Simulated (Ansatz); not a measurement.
**A rate constant, worked out**

An elementary step of SiNH₅O₂, singlet (SiNH₅O₂ ([NH2][SiH]([OH])[OH]) → SiH₂O₂ ([OH][Si][OH]) + NH₃ (still joined by a long Si–N bond); Si–N, Si–H broken or loosened, N–H formed or tightened). The start structure is the reactant molecule, and the electronic barrier above it is 3.413 eV by CCSD(T) at an estimated basis limit (MP2 extrapolated from triple and quadruple zeta, plus CCSD(T) − MP2 in triple zeta). Ansatz 0.2.0; basis: def2-TZVPP and def2-QZVPP; cores frozen in the correlated methods. Extrapolation: Hartree–Fock as exp(−7.88 √X), correlation as X^−2.97. Harmonic wavenumbers at PBE0-D4/def2-TZVP (Ansatz 0.2.0), in cm⁻¹:

Start: 189, 256, 273, 318, 347, 384, 415, 744, 790, 818, 834, 865, 917, 958, 987, 1576, 2235, 3623, 3720, 3904, 3934.

Saddle: 1532i, 139, 183, 253, 299, 345, 353, 572, 662, 691, 780, 846, 869, 909, 1115, 1498, 1881, 3490, 3636, 3839, 3918.

Question: Work out the transition-state-theory rate constant at 500 K from these numbers alone (harmonic vibrations; rotation, path degeneracy and anharmonicity left out), and the Wigner tunnelling factor. Use 1 cm⁻¹ = 1.2398 × 10⁻⁴ eV and k_B = 8.617 × 10⁻⁵ eV/K.

Answer: Zero-point energies, half the sums: start 28087/2 cm⁻¹ = 1.7412 eV; saddle, real modes only, 26278/2 cm⁻¹ = 1.6290 eV.
Barrier with zero-point energy: 3.413 + 1.6290 − 1.7412 = 3.3008 eV.
k_BT = 0.04309 eV, so the barrier is 76.61 k_BT.
Vibrational partition functions from the zero-point level, ln q = −Σ ln(1 − exp(−hν/k_BT)): start 4.591, saddle 5.072.
k = (k_BT/h) exp(ln q‡ − ln q) exp(−E0/k_BT), with log₁₀(k_BT/h in s⁻¹) = 13.02: log₁₀ k = 13.02 + (0.481 − 76.61)/2.3026 = -20.04, so k ≈ 9 × 10^(-21) s⁻¹.
Wigner factor: 1 + (hν‡/k_BT)²/24 = 1 + (4.41)²/24 = 1.81, too large for this simple formula to be trusted. A change of 1 kcal/mol (0.043 eV) in the barrier would change k by a factor of 2.7 at this temperature.

The T1 diagnostic stays at or below 0.015. The restricted Hartree–Fock reference is unstable towards an unrestricted one at one or more of these structures.

Losses and insertions of silylenes and their heavier kin drive the gas-phase chemistry of silicon and germanium vapour deposition.

Labels in which every atom is bracketed show which atoms are joined, not bond orders.

For scale, one of the runs: CCSD(T)/def2-TZVPP, 205 basis functions, launched by `ansatz run in.yaml --threads 4 --pin off --events-out ev --progress --plain --max-ram 9574MiB`. Time: 48 s of wall clock on 4 CPU threads of an Intel Xeon; the host was shared. Peak host memory: 2.8 GiB.
